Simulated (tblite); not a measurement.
Compound: C₇H₈FS (doublet state).
Z-matrix (Å and degrees, GFN2-xTB geometry), rows numbered from 1:
```
C 
C   1  1.4789
C   2  1.5396  1  109.41
C   3  1.4854  2  107.89  1    53.38
S   4  1.7320  3  119.01  2   -41.81
C   5  1.7473  4   90.84  3   177.40
C   6  1.3514  5  112.47  4     0.18
C   4  1.3576  3  130.45  2   135.70
F   8  1.3488  4  122.78  3     2.42
H   1  1.0765  2  117.94  3    62.78
H   1  1.0743  2  119.71  3  -145.53
H   2  1.0917  1  110.41  3   120.47
H   2  1.0972  1  110.92  3  -119.78
H   3  1.0943  2  109.28  1   -66.28
H   3  1.0910  2  111.28  1   174.03
H   6  1.0710  5  119.05  4  -179.22
H   7  1.0747  6  125.60  5  -179.45
```

The geometry is computed with GFN2-xTB (gas phase). This method treats the open shell by occupation alone, without spin polarisation.

Take the most abundant isotopes and a rigid rotor. The values belong to one conformer with, in the numbering `[CH2:1][CH2:2][CH2:3][c:4]1[s:5][cH:6][cH:7][c:8]1[F:9]`, H–C1–C2–C3 63° and -146°, C1–C2–C3–C4 53°, C2–C3–C4–S5 -42°.

Problem. Give the principal moments of inertia and the rotational constants in MHz.

Solution. Ia = 229.65, Ib = 386.76, Ic = 590.10 u·Å²; 505379 MHz·u·Å²/I gives A = 2201, B = 1307, C = 856.4 MHz.

Problem. Classify the top.

Solution. An asymmetric top; Ray's κ = -0.330.

Problem. What does the inertial defect say?

Solution. Not planar: Δ = Ic − Ia − Ib = -26.31 u·Å². For a rigid frame Δ = −2 Σ m c², so Σ m c² = 13.16 u·Å² lies off the ab plane: 6.30 from hydrogen and 6.85 from heavier atoms. The atom farthest from that plane is 1.52 Å away.

Problem. Give the other two planar moments, Paa and Pbb, and the rms extents of the mass along the axes.

Solution. Paa = Σ m a² = (Ib + Ic − Ia)/2 = 373.61 and Pbb = Σ m b² = (Ia + Ic − Ib)/2 = 216.50 u·Å². With the mass M = 143.03 u, the rms extents √(P/M) along a, b and c are 1.62, 1.23, 0.30 Å.

Problem. Estimate the classical rotational partition function at 10 K, 25 K and 200 K.

Solution. Point group C1, symmetry number σ = 1; q = (√π/σ)·√((kT/h)³/(ABC)), k/h = 20836.6 MHz/K: 3400 at 10 K, 13400 at 25 K, 304000 at 200 K.

For this open shell read J as N, the rotation without spin; fine and hyperfine splittings come on top. Its GFN2-xTB frequencies are all real (lowest 47 cm⁻¹). No vibrational averaging or centrifugal distortion is included, and the geometry carries the error of its method.
